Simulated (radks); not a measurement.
Values are calculated unless marked as measured or tabulated.
Task: The rhodium ion Rh27+, 18 electrons, occupied as [Ne] 3s1.5 3p6 4p0.5 (fractional occupations, a model configuration). Code: a radial shooting solver on a logarithmic mesh with Libxc functionals. Model: scalar-relativistic Kohn-Sham, r2SCAN, spin-polarised, spherical densities, finite nucleus; open shells are filled with parallel spins first (spin-orbit coupling, left out, can overturn this in heavy ions); meta-GGA in the generalised Kohn-Sham scheme; Fermi nuclear charge, rms radius 4.4945 fm. Some entries of the table are withheld. Estimate them.

orbital  occ.  eigenvalue (hartree)  <r^2> (bohr^2)
1s up       1             -895.5809        0.001439
1s down     1             -895.5306        0.001439
2s up       1             -169.7056         0.02321
2s down     1             -169.6788         0.02321
2p up       3             -157.1507         0.01823
2p down     3             -157.1124         0.01823
3s up       1             -60.78828             (1)
3s down   0.5             -60.64648             (2)
3p up       3             -56.66142          0.1364
3p down     3             -56.51651          0.1364
4p up     0.5             -28.58513             (3)
4p down     0             -28.10213             (4)

Result: 
(1) 3s up <r^2> (bohr^2): 0.1412
(2) 3s down <r^2> (bohr^2): 0.1414
(3) 4p up <r^2> (bohr^2): 0.5391
(4) 4p down <r^2> (bohr^2): 0.5395
